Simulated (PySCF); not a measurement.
FRb (SMILES [F][Rb]), singlet, geometry from GFN2-xTB (such geometries of metal compounds can be far from the true shape) (all electrons, no relativity), with bond 1-2 at 1.6 times its length; SVWN5/STO-3G (PySCF).

Here is a job for PySCF.
```python
from pyscf import gto, scf, dft

mol = gto.Mole()
mol.atom = '''
    Rb    0.000000    0.000000   -1.750700
    F     0.000000    0.000000    1.769833
'''
mol.basis = 'sto-3g'
mol.charge = 0
mol.spin = 0
mol.verbose = 4
mol.build()

mf = dft.RKS(mol)
mf.xc = 'lda,vwn'
mf.damp = 0.5
mf.diis_start_cycle = 5
mf.kernel()
```

### Question
What does PySCF print? Leave out banner, timings and long lists.

### Answer

```
PySCF version 2.14.0

[INPUT] verbose = 4
[INPUT] num. atoms = 2
[INPUT] num. electrons = 46
[INPUT] charge = 0
[INPUT] spin (= nelec alpha-beta = 2S) = 0
[INPUT] symmetry False subgroup None
[INPUT] Mole.unit = angstrom
[INPUT] Symbol           X                Y                Z      unit          X                Y                Z       unit  Magmom
[...]
nuclear repulsion = 50.053787661232
number of shells = 13
number of NR pGTOs = 81
number of NR cGTOs = 27
basis = sto-3g
ecp = {}

******** <class 'pyscf.dft.rks.RKS'> ********
method = RKS
initial guess = minao
damping factor = 0.5
level_shift factor = 0
DIIS = <class 'pyscf.scf.diis.CDIIS'>
diis_start_cycle = 5
diis_space = 8
diis_damp = 0
SCF conv_tol = 1e-09
SCF conv_tol_grad = None
SCF max_cycles = 50
direct_scf = True
direct_scf_tol = 1e-13
XC library pyscf.dft.libxc version 7.1.2
    S. Lehtola, C. Steigemann, M. J. T. Oliveira, and M. A. L. Marques,  SoftwareX 7, 1–5 (2018)
XC functionals = lda,vwn
    P. A. M. Dirac,  Math. Proc. Cambridge Philos. Soc. 26, 376 (1930)
    F. Bloch,  Z. Phys. 57, 545 (1929)
    S. H. Vosko, L. Wilk, and M. Nusair,  Can. J. Phys. 58, 1200 (1980)
radial grids:
    Treutler-Ahlrichs [JCP 102, 346 (1995); DOI:10.1063/1.469408] (M4) radial grids

becke partition: Becke, JCP 88, 2547 (1988); DOI:10.1063/1.454033
pruning grids: <function nwchem_prune>
grids dens level: 3
symmetrized grids: False
atomic radii adjust function: <function treutler_atomic_radii_adjust>
small_rho_cutoff = 0
Set gradient conv threshold to 3.16228e-05
Initial guess from minao.
tot grids = 36176
init E= -2998.27813168564
[...]
cycle= 1 E= -3002.43095286132  delta_E= -4.15  |g|= 0.236  |ddm|= 1.32

WARN: HOMO 0.0965333919849172 == LUMO 0.0965333919849292

cycle= 2 E= -3001.63102401946  delta_E=  0.8  |g|= 0.821  |ddm|= 5.03
[...]
cycle= 3 E= -3002.40830048652  delta_E= -0.777  |g|= 0.283  |ddm|=  5.2
[...]
cycle= 4 E= -3001.80509744316  delta_E= 0.603  |g|= 0.412  |ddm|= 5.08
[...]
cycle= 5 E= -3002.34147245671  delta_E= -0.536  |g|= 0.524  |ddm|= 5.19
[...]
cycle= 6 E= -2989.0014869759  delta_E= 13.3  |g|=  1.1  |ddm|= 9.58
[...]
cycle= 7 E= -3002.4107813998  delta_E= -13.4  |g|= 0.254  |ddm|= 9.41
[...]
cycle= 8 E= -2989.21892182558  delta_E= 13.2  |g|= 1.07  |ddm|= 9.38

WARN: HOMO 0.299746509816036 == LUMO 0.299751238632702

cycle= 9 E= -2991.11986184346  delta_E= -1.9  |g|= 3.47  |ddm|=  6.9

WARN: HOMO 0.307647952786846 == LUMO 0.308558677529501

cycle= 10 E= -2995.15643437004  delta_E= -4.04  |g|= 4.46  |ddm|= 7.32

WARN: HOMO 0.307615056823331 == LUMO 0.308528086334127

cycle= 11 E= -2994.98832343379  delta_E= 0.168  |g|= 4.43  |ddm|= 0.123

WARN: HOMO 0.308147540076587 == LUMO 0.308175318841799

cycle= 12 E= -2995.76779865215  delta_E= -0.779  |g|= 4.55  |ddm|= 0.605
[...]
cycle= 13 E= -3001.55373255066  delta_E= -5.79  |g|= 0.957  |ddm|= 5.38
[...]
cycle= 14 E= -3001.81263676839  delta_E= -0.259  |g|= 0.395  |ddm|= 3.03
[...]
cycle= 15 E= -3002.44094587271  delta_E= -0.628  |g|= 0.212  |ddm|= 5.02
[...]
cycle= 16 E= -3002.43910293577  delta_E= 0.00184  |g|= 0.237  |ddm|= 0.0544
[...]
cycle= 17 E= -3001.79636404364  delta_E= 0.643  |g|= 0.435  |ddm|= 5.04
[...]
cycle= 18 E= -3001.835198618  delta_E= -0.0388  |g|= 0.305  |ddm|= 2.85
[...]
cycle= 19 E= -3002.41392191311  delta_E= -0.579  |g|= 0.236  |ddm|= 5.04
[...]
cycle= 20 E= -3002.44093319302  delta_E= -0.027  |g|= 0.21  |ddm|= 0.336
[...]
cycle= 21 E= -3002.45942146609  delta_E= -0.0185  |g|= 0.234  |ddm|= 0.223
[...]
cycle= 22 E= -3001.06211238684  delta_E=  1.4  |g|=  1.6  |ddm|= 5.42
[...]
cycle= 23 E= -2999.52702926319  delta_E= 1.54  |g|= 2.43  |ddm|= 2.05
[...]
cycle= 24 E= -2999.02496069541  delta_E= 0.502  |g|= 2.44  |ddm|= 0.568
[...]
cycle= 25 E= -3001.57933336828  delta_E= -2.55  |g|= 0.906  |ddm|= 3.49
[...]
cycle= 26 E= -3001.71269567465  delta_E= -0.133  |g|= 0.643  |ddm|= 0.437
[...]
cycle= 27 E= -2989.1410050002  delta_E= 12.6  |g|= 0.964  |ddm|= 7.89
[...]
cycle= 28 E= -3002.40205067397  delta_E= -13.3  |g|= 0.317  |ddm|= 9.44
[...]
cycle= 29 E= -3002.40495458616  delta_E= -0.0029  |g|= 0.317  |ddm|= 0.0461
[...]
cycle= 30 E= -3002.42286156493  delta_E= -0.0179  |g|= 0.217  |ddm|= 0.179
[...]
cycle= 31 E= -3001.74014712226  delta_E= 0.683  |g|= 0.588  |ddm|= 5.09
[...]
cycle= 32 E= -3001.81918633491  delta_E= -0.079  |g|= 0.357  |ddm|= 2.86
[...]
cycle= 33 E= -3002.39933450919  delta_E= -0.58  |g|= 0.305  |ddm|= 5.08
[...]
cycle= 34 E= -3002.43130054481  delta_E= -0.032  |g|= 0.203  |ddm|= 0.32
[...]
cycle= 35 E= -2989.33096903891  delta_E= 13.1  |g|= 1.44  |ddm|= 9.31

WARN: HOMO 0.295485886913057 == LUMO 0.295580240465539

cycle= 36 E= -2991.87478425012  delta_E= -2.54  |g|= 3.91  |ddm|= 6.71
[...]
cycle= 37 E= -3001.81372527926  delta_E= -9.94  |g|= 0.378  |ddm|= 6.99
[...]
cycle= 38 E= -3002.4276185893  delta_E= -0.614  |g|= 0.233  |ddm|= 5.04
[...]
cycle= 39 E= -3002.44007651016  delta_E= -0.0125  |g|= 0.231  |ddm|= 0.152
[...]
cycle= 40 E= -2989.22975645198  delta_E= 13.2  |g|= 1.12  |ddm|= 9.33
[...]
cycle= 41 E= -2989.23116588142  delta_E= -0.00141  |g|= 1.12  |ddm|= 0.0263
[...]
cycle= 42 E= -3001.2983942052  delta_E= -12.1  |g|= 1.32  |ddm|= 7.97
[...]
cycle= 43 E= -3002.42578992759  delta_E= -1.13  |g|= 0.211  |ddm|= 5.37
[...]
cycle= 44 E= -3002.4751567951  delta_E= -0.0494  |g|= 0.264  |ddm|= 0.585
[...]
cycle= 45 E= -2989.14467856276  delta_E= 13.3  |g|= 0.962  |ddm|=  9.3
[...]
cycle= 46 E= -2989.16110392847  delta_E= -0.0164  |g|= 0.961  |ddm|= 0.0604
[...]
cycle= 47 E= -3002.53974798994  delta_E= -13.4  |g|= 0.301  |ddm|=  9.2
[...]
cycle= 48 E= -2989.05182573438  delta_E= 13.5  |g|=  1.2  |ddm|= 9.23
[...]
cycle= 49 E= -2989.12333290787  delta_E= -0.0715  |g|= 0.973  |ddm|= 0.193
[...]
cycle= 50 E= -3000.71027529788  delta_E= -11.6  |g|= 1.91  |ddm|= 8.13
SCF not converged.
SCF energy = -3000.71027529788
```

Convergence was not reached.
